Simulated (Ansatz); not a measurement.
Ansatz (a program for electronic structure) input:
A basis named .json is the Basis Set Exchange file of that set.

Ansatz 0.2 input:
```yaml
crystal:
  periodic: [false, false, false]
  atoms:
    - {symbol: C, position_ang: [2.95821207, -0.82848518, 0.16305820]}
    - {symbol: C, position_ang: [1.89621673, 0.18012418, -0.07580674]}
    - {symbol: C, position_ang: [0.47106743, -0.41438914, -0.04676471]}
    - {symbol: C, position_ang: [-0.60981536, 0.64497394, -0.29379779]}
    - {symbol: C, position_ang: [-1.98906389, 0.06491962, -0.31499527]}
    - {symbol: C, position_ang: [-2.96119200, 0.36944731, 0.53523753]}
    - {symbol: H, position_ang: [3.33398611, -1.44033652, -0.64613452]}
    - {symbol: H, position_ang: [3.27242282, -1.07881671, 1.16731728]}
    - {symbol: H, position_ang: [2.04333979, 0.66034705, -1.04919279]}
    - {symbol: H, position_ang: [1.95087531, 0.97180129, 0.67845260]}
    - {symbol: H, position_ang: [0.29569316, -0.89362524, 0.91968664]}
    - {symbol: H, position_ang: [0.39482370, -1.20201076, -0.80203955]}
    - {symbol: H, position_ang: [-0.54740138, 1.42114567, 0.47419730]}
    - {symbol: H, position_ang: [-0.40566772, 1.13347101, -1.25402949]}
    - {symbol: H, position_ang: [-2.17875155, -0.67621602, -1.08826671]}
    - {symbol: H, position_ang: [-2.81487040, 1.09991105, 1.32341639]}
    - {symbol: H, position_ang: [-3.93699981, -0.09521523, 0.47500530]}
basis:
  gaussian:
    orbitals: cc-pwCVTZ.json
magnetization: {spin_polarized: true, initial_magnetization: 1}
correlation: {method: ccsd_t, frozen_orbitals: {C: 0, H: 0}}
```

Which total energy does the run end on?

-235.03236 Eh (CCSD(T,full)/cc-pwCVTZ).

It need not be the lowest isomer of its formula.
